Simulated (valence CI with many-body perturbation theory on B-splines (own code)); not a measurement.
**Forbidden lines of Se XXVIII**

Method: configuration interaction combined with many-body perturbation theory (CI+MBPT): five valence electrons over a frozen Dirac-Fock core [He], radial functions for each j: 11 s, 11 p, 10 d, 8 f, 5 g, 2 h, with the one-electron correlation potential Σ1, the two-electron term Σ2, the three-electron term Σ3, Breit, model QED; selected CI, second order for the rest, scaled by the run's own slope (own B-spline code, finite nucleus).

No measured spectrum was set against this ion. As an estimate, large intervals hold to a few tenths of a per cent, small ones and those within an open d or f shell to about a per cent. Among the levels kept, up to 5300 cm⁻¹ of a level comes from second order outside the variational space, and about a tenth of that is noise between levels of different J, which matters for small intervals.

Lines 1 to 50 of 64 in falling wavelength, among levels below 148.05 Ry, chosen from the decays that carry over 1 % of a level's rate. Wavelengths and rates use the calculated energies. Electric multipoles are in the length gauge, E1 and E2 with the static RPA response of the core. Weak lines are less certain than strong ones. Lines between different terms over intervals too small for the method are left out, as are lines whose strength nearly cancels.

Levels are named by their leading jj configuration (3d3/2^4 stands for four electrons in 3d with j = 3/2), which in mixed levels can hold well under half, so a name can repeat and another be missing. Letters in brackets count levels of one name in rising energy.

```tsv
λ vac (Å)	Upper	Lower	Type	A (s⁻¹)	Branch %
1088	(2s^2 2p1/2 2p3/2^2) J=5/2	(2s^2 2p1/2 2p3/2^2) J=3/2	M1	4.75e+03	4.8
464.3	(2s^2 2p1/2 2p3/2^2) J=1/2	(2s^2 2p1/2 2p3/2^2) J=3/2	M1	1.35e+04	1.8
358.2	(2s^2 2p3/2^3) J=3/2	(2s^2 2p1/2 2p3/2^2) J=1/2	M1	1.20e+05	6.2
334.9	(2s^2 2p1/2 2p3/2^2) J=3/2	(2s^2 2p1/2^2 2p3/2) J=3/2	M1	5.42e+05	100.0
256.1	(2s^2 2p1/2 2p3/2^2) J=5/2	(2s^2 2p1/2^2 2p3/2) J=3/2	M1	9.43e+04	95.0
248.3	(2s^2 2p3/2^3) J=3/2	(2s^2 2p1/2 2p3/2^2) J=5/2	M1	3.06e+05	15.8
202.2	(2s^2 2p3/2^3) J=3/2	(2s^2 2p1/2 2p3/2^2) J=3/2	M1	1.42e+06	73.2
194.6	(2s^2 2p1/2 2p3/2^2) J=1/2	(2s^2 2p1/2^2 2p3/2) J=3/2	M1	7.59e+05	98.2
126.1	(2s^2 2p3/2^3) J=3/2	(2s^2 2p1/2^2 2p3/2) J=3/2	M1	9.21e+04	4.8
7.901	(2s^2 2p1/2 2p3/2 3d5/2) J=9/2	(2s 2p1/2 2p3/2^3) J=5/2	E2	7.45e+07	1.6
7.683	(2s^2 2p3/2^2 3d5/2) J=9/2	(2s 2p1/2 2p3/2^3) J=5/2	E2	1.07e+08	2.3
7.505	(2s^2 2p1/2^2 3p1/2) J=1/2	(2s^2 2p1/2 2p3/2^2) J=3/2	E2	9.71e+08	1.4
7.449	(2s^2 2p1/2 2p3/2 3p1/2) J=3/2 [a]	(2s^2 2p1/2 2p3/2^2) J=1/2	E2	1.47e+09	2.3
7.428	(2s 2p1/2 2p3/2^2 3p3/2) J=9/2	(2s 2p1/2 2p3/2^3) J=5/2	E2	1.01e+09	3.2
7.420	(2s^2 2p1/2 2p3/2 3p1/2) J=5/2	(2s^2 2p1/2 2p3/2^2) J=1/2	E2	1.97e+09	3.7
7.399	(2s^2 2p1/2 2p3/2 3p1/2) J=1/2	(2s^2 2p1/2 2p3/2^2) J=5/2	E2	4.91e+09	7.8
7.358	(2s^2 2p3/2^2 3d5/2) J=9/2	(2s 2p1/2^2 2p3/2^2) J=5/2	E2	8.40e+07	1.8
7.353	(2s^2 2p1/2 2p3/2 3p1/2) J=5/2	(2s^2 2p1/2 2p3/2^2) J=5/2	E2	7.78e+09	14.4
7.349	(2s^2 2p1/2 2p3/2 3p1/2) J=1/2	(2s^2 2p1/2 2p3/2^2) J=3/2	E2	6.60e+09	10.5
7.341	(2s^2 2p1/2 2p3/2 3p3/2) J=3/2 [b]	(2s^2 2p1/2 2p3/2^2) J=1/2	E2	4.85e+09	1.5
7.340	(2s^2 2p1/2^2 3p1/2) J=1/2	(2s^2 2p1/2^2 2p3/2) J=3/2	E2	1.52e+10	22.6
7.337	(2s^2 2p1/2 2p3/2 3p3/2) J=5/2 [a]	(2s^2 2p1/2 2p3/2^2) J=5/2	E2	3.00e+09	3.1
7.336	(2s^2 2p3/2^2 3p1/2) J=5/2	(2s^2 2p3/2^3) J=3/2	E2	8.92e+09	6.2
7.332	(2s^2 2p1/2 2p3/2 3p1/2) J=3/2 [a]	(2s^2 2p1/2 2p3/2^2) J=3/2	E2	1.05e+10	16.7
7.328	(2s^2 2p3/2^2 3p3/2) J=5/2	(2s^2 2p3/2^3) J=3/2	E2	7.45e+09	9.0
7.328	(2s^2 2p1/2 2p3/2 3p3/2) J=1/2 [a]	(2s^2 2p1/2 2p3/2^2) J=5/2	E2	1.50e+09	1.5
7.322	(2s^2 2p3/2^2 3p3/2) J=7/2	(2s^2 2p3/2^3) J=3/2	E2	2.58e+09	3.3
7.322	(2s^2 2p1/2 2p3/2 3p3/2) J=5/2 [b]	(2s^2 2p1/2 2p3/2^2) J=1/2	E2	4.53e+09	2.4
7.321	(2s^2 2p3/2^2 3p3/2) J=1/2	(2s^2 2p3/2^3) J=3/2	E2	4.90e+09	1.3
7.316	(2s^2 2p1/2 2p3/2 3p3/2) J=3/2 [a]	(2s^2 2p1/2 2p3/2^2) J=5/2	E2	6.84e+09	2.5
7.303	(2s^2 2p1/2 2p3/2 3p1/2) J=5/2	(2s^2 2p1/2 2p3/2^2) J=3/2	E2	2.77e+09	5.1
7.297	(2s^2 2p1/2 2p3/2 3p3/2) J=7/2	(2s^2 2p1/2 2p3/2^2) J=5/2	E2	4.11e+09	8.9
7.288	(2s 2p1/2 2p3/2^2 3p3/2) J=7/2 [a]	(2s 2p1/2 2p3/2^3) J=3/2 [a]	E2	1.44e+09	1.8
7.288	(2s^2 2p1/2 2p3/2 3p3/2) J=5/2 [a]	(2s^2 2p1/2 2p3/2^2) J=3/2	E2	2.24e+09	2.3
7.279	(2s^2 2p1/2 2p3/2 3p3/2) J=1/2 [a]	(2s^2 2p1/2 2p3/2^2) J=3/2	E2	6.35e+09	6.3
7.275	(2s^2 2p1/2 2p3/2 3p3/2) J=3/2 [b]	(2s^2 2p1/2 2p3/2^2) J=5/2	E2	4.95e+09	1.6
7.269	(2s^2 2p1/2^2 3p3/2) J=3/2	(2s^2 2p1/2^2 2p3/2) J=3/2	E2	8.58e+09	8.0
7.245	(2s^2 2p3/2^2 3p1/2) J=1/2	(2s^2 2p3/2^3) J=3/2	E2	6.53e+09	3.3
7.244	(2s^2 2p3/2^2 3p3/2) J=3/2 [a]	(2s^2 2p3/2^3) J=3/2	E2	1.09e+10	1.3
7.226	(2s^2 2p1/2 2p3/2 3p3/2) J=1/2 [b]	(2s^2 2p1/2 2p3/2^2) J=5/2	E2	1.63e+10	4.8
7.222	(2s 2p1/2^2 2p3/2 3d5/2) J=9/2	(2s 2p1/2^2 2p3/2^2) J=5/2	M2	9.98e+07	2.2
7.178	(2s^2 2p1/2 2p3/2 3p3/2) J=1/2 [b]	(2s^2 2p1/2 2p3/2^2) J=3/2	E2	8.09e+09	2.4
7.178	(2s 2p1/2 2p3/2^2 3p3/2) J=7/2 [a]	(2s 2p1/2^2 2p3/2^2) J=5/2	E2	7.87e+09	9.7
7.147	(2s^2 2p1/2 2p3/2 3p1/2) J=5/2	(2s^2 2p1/2^2 2p3/2) J=3/2	E2	1.69e+09	3.1
7.133	(2s^2 2p1/2 2p3/2 3p3/2) J=5/2 [a]	(2s^2 2p1/2^2 2p3/2) J=3/2	E2	3.03e+09	3.1
7.125	(2s^2 2p1/2 2p3/2 3p3/2) J=1/2 [a]	(2s^2 2p1/2^2 2p3/2) J=3/2	E2	1.38e+09	1.4
7.123	(2s 2p1/2 2p3/2^2 3p3/2) J=9/2	(2s 2p1/2^2 2p3/2^2) J=5/2	E2	1.07e+10	34.1
7.118	(2s^2 2p3/2^2 3p3/2) J=5/2	(2s^2 2p1/2 2p3/2^2) J=5/2	E2	4.61e+09	5.6
7.113	(2s^2 2p1/2 2p3/2 3p3/2) J=3/2 [a]	(2s^2 2p1/2^2 2p3/2) J=3/2	E2	4.09e+09	1.5
7.113	(2s^2 2p3/2^2 3p3/2) J=7/2	(2s^2 2p1/2 2p3/2^2) J=5/2	E2	5.77e+09	7.3
```
